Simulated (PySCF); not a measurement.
A species of formula C4H3F3 has this rotational fingerprint, computed with CAM-B3LYP/def2-SVPD in PySCF (dipole) on a GFN2-xTB geometry, gas phase:

| Item | Value |
| --- | --- |
| Rotational constants | A = 3951, B = 2151, C = 1458 MHz |
| Dipole components | \|μa\| = 1.66 D, \|μb\| = 0.72 D, \|μc\| = 0.19 D |
| Inertial defect | -16.14 u·Å² |
| κ | -0.44 |

Question: Which structure is it? (One computed conformer of each.)
A. `[CH2:1]=[CH:2][C:3]([F:4])=[C:5]([F:6])[F:7]` with C1–C2–C3–F4 0° (1,1,2-trifluorobuta-1,3-diene)
B. `[CH:1]#[C:2][C@H:3]([F:4])[CH:5]([F:6])[F:7]` with C2–C3–C5–F6 -167°

Answer: B. It is C#C[C@H](F)C(F)F, an asymmetric top, point group C1. The candidates at the same level (rigid rotor, commonest isotopes):

```json
{"SMILES": "C=CC(F)=C(F)F", "A (MHz)": "4878", "B (MHz)": "1898", "C (MHz)": "1366", "μa (D)": "1.31", "μb (D)": "1.14", "μc (D)": "0.00", "Δ (u·Å²)": "0.00", "point group": "Cs", "rotor": "asymmetric top"}
{"SMILES": "C#C[C@H](F)C(F)F", "A (MHz)": "3951", "B (MHz)": "2151", "C (MHz)": "1458", "μa (D)": "1.66", "μb (D)": "0.72", "μc (D)": "0.19", "Δ (u·Å²)": "-16.14", "point group": "C1", "rotor": "asymmetric top"}
```

`C=CC(F)=C(F)F` has A 23 % too high. No structure here is proved a minimum.
